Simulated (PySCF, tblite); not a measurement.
A set of runs on `O[C@@H]1CC[C@@H]1C[AsH2]`; the geometry of each is named by its level. Settings lines and outputs come from a driver script.

C₅H₁₁AsO.
Atom-mapped SMILES: `[OH:1][C@@H:2]1[CH2:3][CH2:4][C@@H:5]1[CH2:6][AsH2:7]` (hydrogens: H8 on O1; H9 on C2; H10, H11 on C3; H12, H13 on C4; H14 on C5; H15, H16 on C6; H17, H18 on As7)

Step 1: GFN2-xTB geometry optimisation, gas phase (tblite 0.8.0) (from a force-field or distance-geometry start)
```json
{"job": {"kind": "relax", "xc": "GFN2-xTB", "basis": "xTB"}, "charge": 0, "multiplicity": 1}
```
```
step      E/eV     max force
  0    -615.33800    4.793
  1    -616.03682    4.706
  2    -616.92632    3.235
...
111    -618.42324    0.014
112    -618.42327    0.015
113    -618.42331    0.014
114    -618.42335    0.012
115    -618.42338    0.009
```

Energy lowered by 71.2 kcal/mol over 115 steps; largest atomic force 0.009 eV/Å at the end. «max force» is the largest atomic force in eV/Å.

Time: 1.3 s wall. Hardware: one thread of an Arm Neoverse N1, on a shared host.

Step 2: GFN2-xTB harmonic vibrations, gas phase (tblite 0.8.0) (on the GFN2-xTB geometry)
```json
{"job": {"kind": "ir", "xc": "GFN2-xTB", "basis": "xTB"}, "charge": 0, "multiplicity": 1}
```
```
(table of modes left out)
```

48 modes from 76 to 3555 cm⁻¹ (unscaled, harmonic); zero-point energy 91.3 kcal/mol; all wavenumbers are real at this level.

Time: 0.96 s wall. Hardware: an Arm Neoverse N1 with one thread, shared host.

Step 3: TDDFT B3LYP/def2-SVPD, vertical, gas phase, core orbitals frozen in the response (PySCF 2.14.0, density-fitted response routines) (on the GFN2-xTB geometry)
```json
{"job": {"kind": "uv", "xc": "B3LYP", "basis": "def2-SVPD", "nstates": 8, "ntriplets": 3}, "charge": 0, "multiplicity": 1}
```
```
...
Static polarisability (au): isotropic 94.690, principal 81.168 91.039 111.862
Singlet excitations
state   eV       nm        f      main configurations
  1   5.7339    216.2   0.03735   H->L 0.97
  2   6.2212    199.3   0.05015   H->L+1 0.92
  3   6.4048    193.6   0.07722   H->L+2 0.82, H->L+4 0.08
  4   6.5103    190.4   0.01057   H-1->L 0.93
  5   6.6065    187.7   0.01171   H->L+3 0.90
  6   6.7813    182.8   0.03312   H->L+4 0.45, H->L+5 0.44
  7   6.8847    180.1   0.02477   H->L+5 0.51, H->L+4 0.43
  8   7.1627    173.1   0.01989   H-1->L+1 0.78, H-2->L 0.12
Triplet excitations (Tamm-Dancoff, eV): 5.2792 5.6285 5.8774
```

HOMO -6.44 eV, LUMO 0.03 eV; lowest singlet 5.73 eV; lowest triplet 5.28 eV (Tamm–Dancoff); mean polarisability 94.7 au.

On an Arm Neoverse N1 with one thread, shared host with 64 logical CPUs at a one-minute load of 57, this took 1.8 min wall and 0.96 GiB of memory at its peak.

Geometry of the electronic-property runs (GFN2-xTB):
```
atom  x, y, z in Å
O1     0.140    0.119    1.862
C2    -0.578    0.655    0.784
C3    -1.842   -0.088    0.315
C4    -1.323   -0.003   -1.129
C5     0.069    0.393   -0.593
C6     1.079   -0.739   -0.596
As7    2.539   -0.461    0.725
H8    -0.394    0.165    2.660
H9    -0.768    1.725    0.948
H10   -2.794    0.396    0.524
H11   -1.864   -1.110    0.689
H12   -1.799    0.792   -1.700
H13   -1.358   -0.926   -1.703
H14    0.510    1.282   -1.049
H15    1.485   -0.853   -1.603
H16    0.576   -1.674   -0.334
H17    2.654    1.011    0.465
H18    3.660   -0.677   -0.276
```

 (This holds for the electronic-property runs.)

One conformer stands for the species.
